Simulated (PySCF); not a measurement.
## A small calculation by hand: entropy of an ideal gas

SrCl, SMILES [Cl][Sr+], charge +1.

Geometry optimised at B3LYP-D3(BJ)/def2-TZVPD. The multiplicity is an assumed one; other spin states were not compared. The def2 effective core potentials stand for the cores of Sr; spin–orbit coupling is left out.

B3LYP-D3(BJ)/def2-TZVPD (PySCF) gives the harmonic wavenumbers 357 cm⁻¹ and the rotational temperature 0.1557 K. The molar mass is 123.07 g/mol, the symmetry number 1, the spin multiplicity 1.

Task: Work out the entropy at 298.15 K and 1 atm in the rigid-rotor, harmonic-oscillator model.

Result: 
Translation (Sackur–Tetrode at 1 atm): S = R[1.5 ln M + 2.5 ln T − 1.16487] = 168.8 J/(mol K).
Rotation: q = T/(σ θ) = 1910, S = R[ln q + 1] = 71.2 J/(mol K).
Vibration: with u = 1.4388 ν/T, each mode gives R[u/(e^u − 1) − ln(1 − e^−u)]:
```tsv
ν (cm⁻¹)	modes	u	S (J/(mol K))
357	1	1.72	4.75
```
These are all the modes. Sum 4.7 J/(mol K).
Spin: R ln 1 = 0.0 J/(mol K).
Total 244.7 J/(mol K); the program's own thermochemistry gives 244.7. Translation makes up 69 % and vibration 2 %. Anharmonicity, hindered rotation and orbital degeneracy are left out.
